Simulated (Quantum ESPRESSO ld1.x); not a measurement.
The numbers below are computed, except where a source is named.
The aim is neutral cadmium in [Kr] 4d10 5s2. What will ld1.x (Quantum ESPRESSO 7.5) do with this input?

```
 &input
    zed=48.0,
    iswitch=1,
    rel=2,
    dft='PZ',
    config='[Kr] 4d10 5s2 5s2',
    lsmall=.true.,
    prefix='ld1',
    max_out_wfc=37,
    file_charge='ld1.rho',
 /
```

Answer. Refused. The program stops in el_config with "occupation wrong": a shell may stand twice only as spin up and down (lsd = 1) or as its two j (rel = 2, l > 0), within their capacities.

Output (excerpt):

```
     Program LD1 v.7.5 starts

 %%%%%%%%%%%%%%%%%%%%%%%%%%%%%%%%%%%%%%%%%%%%%%%%%%%%%%%%%%%%%%%%%%%%%%%%%%%%%%
     Error in routine el_config (10):
     occupation wrong
 %%%%%%%%%%%%%%%%%%%%%%%%%%%%%%%%%%%%%%%%%%%%%%%%%%%%%%%%%%%%%%%%%%%%%%%%%%%%%%

     stopping ...
```

Run on one thread of a shared host, so times are rough (Intel(R) Xeon(R) Processor @ 2.60GHz): 0.46 s of CPU time, 0.48 s wall.
